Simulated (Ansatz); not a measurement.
# Molecular dynamics of C₃H₇BS

input.yaml

```yaml
crystal:
  periodic: [false, false, false]
  atoms:
    - { symbol: B, position_ang: [0.260485, 1.371033, -0.283849] }
    - { symbol: C, position_ang: [-0.749075, 0.253713, 0.030777] }
    - { symbol: C, position_ang: [-2.069105, 0.609001, 0.07698] }
    - { symbol: S, position_ang: [-0.353227, -1.456858, 0.381793] }
    - { symbol: C, position_ang: [1.458469, -1.481972, 0.145606] }
    - { symbol: H, position_ang: [1.420102, 1.204155, -0.291277] }
    - { symbol: H, position_ang: [-0.154822, 2.442078, -0.521778] }
    - { symbol: H, position_ang: [-2.876396, -0.099398, 0.317268] }
    - { symbol: H, position_ang: [-2.382013, 1.641575, -0.121655] }
    - { symbol: H, position_ang: [1.751046, -1.179469, -0.871794] }
    - { symbol: H, position_ang: [1.786125, -2.520305, 0.304803] }
    - { symbol: H, position_ang: [1.985311, -0.838552, 0.867227] }
magnetization:
  spin_polarized: true
basis:
  gaussian: { orbitals: STO-3G }
hamiltonian:
  xc: b3lyp
  dispersion: d4
md:
  timestep: 1.0
  n_steps: 240
  ensemble: nvt_langevin
  temperature: 2000.0
  initial_velocities: maxwell_boltzmann
  seed: 195549
  friction: 0.001
```

Run as:

```bash
$ ansatz run input.yaml --threads 1 --pin off --max-ram 2048MiB --backend cpu --events-out ev --progress --plain --runs-dir out
```

It starts from a relaxed structure.

Output, in part (step lines, the closing report, with atoms numbered from 0):

```
md step     0: t =     0.00 fs  T =  1833.3 K  F+E_penalty+E_count = -14569.41398599 eV  E_kin = 2.843720 eV  (34 SCF iters)
[... lines left out ...]
Total energy: -14567.91267263 eV, -535.3609162334 hartree
Atom 0 at     1.391036     0.288226     1.303320 Å, force    -2.553432     3.868898    -1.562386 eV/Å
Atom 1 at     0.143725     0.035416     0.345611 Å, force    -0.173777    -0.898454     0.559659 eV/Å
Atom 2 at     0.167639     0.800626    -0.749375 Å, force     1.312387     3.224016    -1.685682 eV/Å
Atom 3 at    -1.109019    -1.279572     0.394325 Å, force     0.908419    -0.793025    -1.794326 eV/Å
Atom 4 at    -0.791367    -1.971012    -1.401965 Å, force     0.092684    -1.445157     0.845590 eV/Å
Atom 5 at     1.856757    -0.624897     1.750037 Å, force     1.421568    -1.151846     1.273744 eV/Å
Atom 6 at     1.610253     1.576001     1.396503 Å, force     0.288434    -3.350028     0.196677 eV/Å
Atom 7 at    -0.527947     0.914823    -1.639130 Å, force     0.699175    -0.890974     1.095914 eV/Å
Atom 8 at     1.031356     1.544855    -0.777873 Å, force    -1.307201    -0.609566    -0.349077 eV/Å
Atom 9 at    -1.384733    -1.457403    -2.221333 Å, force     0.040767    -0.705620     1.080492 eV/Å
Atom 10 at    -1.023536    -3.147518    -1.333791 Å, force     0.433924     3.082353    -0.503529 eV/Å
Atom 11 at     0.294266    -1.827261    -1.725582 Å, force    -1.162946    -0.330596     0.842924 eV/Å
Dipole moment:     0.038201    -0.016726    -0.237853 e Å
```

The steps, from the saved trajectory:

```tsv
time (fs)	T (K)	potential energy less start (eV)
0.0	1833	0.000
8.0	943	1.549
16.0	1466	0.656
24.0	1165	0.994
32.0	930	1.378
40.0	1336	0.934
48.0	1136	1.343
56.0	1287	1.038
64.0	1305	1.169
72.0	1053	1.639
80.0	1423	1.108
88.0	1170	1.649
96.0	1500	1.107
104.0	1636	0.984
112.0	1164	1.851
120.0	1881	0.784
128.0	1484	1.452
136.0	1343	1.627
144.0	1590	1.183
152.0	1436	1.453
160.0	1496	1.316
168.0	1474	1.414
176.0	1983	0.873
184.0	2094	0.839
192.0	1616	1.456
200.0	1738	1.182
208.0	1950	0.849
216.0	1474	1.402
224.0	1576	1.036
232.0	1611	0.986
240.0	1367	1.502
```

The run went to its last step. The mean temperature of the second half is 19 % below the set value. A run of 0.24 ps of so small a system gives no equilibrium averages. Limits of this set-up: minimal basis.

The same pairs are bonded in the first frame and the last. Pairs count as bonded within 1.25 times the sum of covalent radii (0.12 Å more for H–H).

Last frame:

```xyz
12
Properties=species:S:1:pos:R:3
B 1.391 0.288 1.303
C 0.144 0.035 0.346
C 0.168 0.801 -0.749
S -1.109 -1.280 0.394
C -0.791 -1.971 -1.402
H 1.857 -0.625 1.750
H 1.610 1.576 1.397
H -0.528 0.915 -1.639
H 1.031 1.545 -0.778
H -1.385 -1.457 -2.221
H -1.024 -3.147 -1.334
H 0.294 -1.827 -1.726
```

Run time: 14 min on 1 thread of Arm Neoverse V1 (shared host), peak memory 0.13 GiB.
